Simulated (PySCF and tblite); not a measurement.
Values are calculated unless marked as measured or tabulated.
Stationary points of C5H8Si at PBE0-D3(BJ)/def2-SVP, in Å:

Structure A

```
 1 Si    1.810   -0.194    0.394
 2 C     0.326    0.236   -0.736
 3 C    -0.465    1.250    0.003
 4 C    -1.604    0.663    0.462
 5 C    -1.650   -0.710    0.001
 6 C    -0.539   -0.969   -0.741
 7 H     2.696    1.002    0.546
 8 H     1.294   -0.623    1.724
 9 H     2.619   -1.289   -0.224
10 H     0.749    0.547   -1.706
11 H    -0.142    2.277    0.175
12 H    -2.363    1.139    1.084
13 H    -2.449   -1.418    0.226
14 H    -0.283   -1.910   -1.229
```

Structure B

```
 1 Si    2.175   -0.113    0.345
 2 C     0.351    0.071   -0.002
 3 C    -0.497    1.138    0.389
 4 C    -1.828    0.758    0.206
 5 C    -1.883   -0.541   -0.315
 6 C    -0.568   -1.012   -0.465
 7 H     2.835    1.224    0.298
 8 H     2.408   -0.722    1.690
 9 H     2.786   -1.007   -0.686
10 H     0.084   -0.198   -1.251
11 H    -0.147    2.111    0.734
12 H    -2.693    1.399    0.383
13 H    -2.782   -1.089   -0.596
14 H    -0.241   -2.018   -0.729
```

Structure C

```
 1 Si    2.221   -0.008    0.302
 2 C     0.378    0.076    0.078
 3 C    -0.420    1.128    0.406
 4 C    -1.812    0.828    0.085
 5 C    -1.881   -0.413   -0.444
 6 C    -0.507   -0.998   -0.496
 7 H     2.697    1.271    0.911
 8 H     2.613   -1.147    1.193
 9 H     2.923   -0.214   -1.005
10 H    -0.213   -1.265   -1.528
11 H    -0.080    2.068    0.847
12 H    -2.650    1.507    0.252
13 H    -2.780   -0.927   -0.785
14 H    -0.439   -1.939    0.082
```

Level: PBE0/pcSseg-1 + D3(BJ), IEF-PCM water on PBE0-D3(BJ)/def2-SVP stationary points, with GFN2-xTB thermal terms.

Which structure is a saddle point, and along which motion?

B: one imaginary mode (1090i cm⁻¹ at GFN2-xTB, mostly on H10, C6, C2), along the shift of hydrogen on C2 from C2 to C6.

Give their symmetry and energies above the lowest.

A Cs, 0.0 kcal/mol; B C1, 26.5 kcal/mol; C Cs, 1.8 kcal/mol.

Tunnelling of the moving H, left out here, will speed the real process.
